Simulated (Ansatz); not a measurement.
The lowest singlet and triplet of GeH2 (SMILES [GeH2]); geometries from B3LYP-D3(BJ)/def2-TZVP, each state relaxed from the structure named, with no frequency check.
Singlet (charge 0, multiplicity 1):
```xyz
3

Ge     0.000     0.066     0.000
H     -1.134    -1.062     0.000
H      1.141    -1.054     0.000
```

A positive gap puts the triplet lower; no zero-point energy. R- takes a restricted singlet. U- takes an unrestricted singlet (broken symmetry where lower, unprojected). The triplet is unrestricted in single-reference levels.

Correlated levels freeze the cores. Filled d and f shells under p-block atoms count as core.

Programs: Ansatz (a program for electronic structure) with Gaussian orbitals. 

```csv
level,"gap E(singlet) − E(triplet), vertical, at the singlet's geometry (kcal/mol)"
U-HF/cc-pVTZ (spin-contaminated),-20.87
R-HF/cc-pVQZ,-20.00
R-SVWN5/def2-TZVPP,-34.49
R-PBE/def2-TZVPP,-32.72
R-r2SCAN/def2-TZVPP,-28.28
R-wB97X-V/def2-TZVPP,-37.09
U-wB97X-V/def2-TZVPP,-37.09
R-SCS-MP2/cc-pVDZ,___
R-CCSD(T)/cc-pVQZ,-32.49
```

Problem. Fill in the missing entries.

Solution. 
- R-SCS-MP2/cc-pVDZ, gap E(singlet) − E(triplet), vertical, at the singlet's geometry (kcal/mol): -31.79

Doubts at one or more of the structures used: a restricted determinant that unrestricted orbitals would lower (R-HF/cc-pVQZ, R-SCS-MP2/cc-pVDZ, R-CCSD(T)/cc-pVQZ).
